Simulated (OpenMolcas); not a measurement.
# N+, P+, As+: ns2 np2 down the group

```yaml
Program: OpenMolcas
Method: MS-RASPT2, IPEA 0.25 Eh, imaginary shift 0.1 Eh
Basis: ANO-RCC-VTZP
Scalar_Hamiltonian: DKH2, point nucleus
Spin-orbit_coupling: state interaction with AMFI integrals over the reference wave functions, term energies averaged over their components
```

Active space for each ion: 4 electrons in 9 orbitals (RAS2 s p; RAS3 d, at most 2 electrons); closed shells correlated by CASPT2: N+ 1s; P+ 2s 2p; As+ 3d.

Computed levels in cm-1 above 3P0:

```tsv
Level	N+	P+	As+
3P1	43.7	145	954
3P2	130	417	2330
1D2	15900	9230	10180
1S0	33450	22150	22980
weight of 3P in the lowest level (%)	100	100	99
```

Measured, with the error of the calculation in %. Measured levels: N+, P+, As+ from NIST Handbook of Basic Atomic Spectroscopic Data.

| Level | N+ | P+ | As+ |
| --- | --- | --- | --- |
| 3P1 | 48.7 (-10.2) | 165 (-12.2) | 1063 (-10.3) |
| 3P2 | 131 (-0.6) | 469 (-11.2) | 2541 (-8.4) |
| 1D2 | 15316 (+3.8) | 8882 (+3.9) | 10096 (+0.8) |
| 1S0 | 32689 (+2.3) | 21576 (+2.7) | 22599 (+1.7) |

The fine-structure level 3P2 changes by a factor of 17.9 from N+ to As+.

Without spin-orbit coupling 1D lies 15820, 8940, 8330 cm-1 above 3P in that order; the difference to the level 1D2, of either sign, comes from spin-orbit coupling, which also lowers the zero.

CASPT2 does not keep the components of a term degenerate, so their means are used; among the terms shown or strongly mixed into the levels shown the widest spread is 23 cm-1 (3s2 3p2 1D, P+). Active for correlation alone: 3d; no level in the range computed is led by a configuration that fills it, so any true level of that kind is missing (holds for N+). The run also gave levels led by 3s 3p2 3d, 3s2 3p 3d, which use shells meant for correlation; these and all levels above them are left out (holds for P+). The run also gave levels led by 4s 4p2 4d, 4s2 4p 4d, which use shells meant for correlation; these and all levels above them are left out (holds for As+). Computed and measured levels are paired by configuration, term and J; levels that our copy of the source lacks, or whose pairing is in doubt (as where it misses far off the trend of its configuration), stay unpaired and out of the deviations. Only configurations of the active space appear.
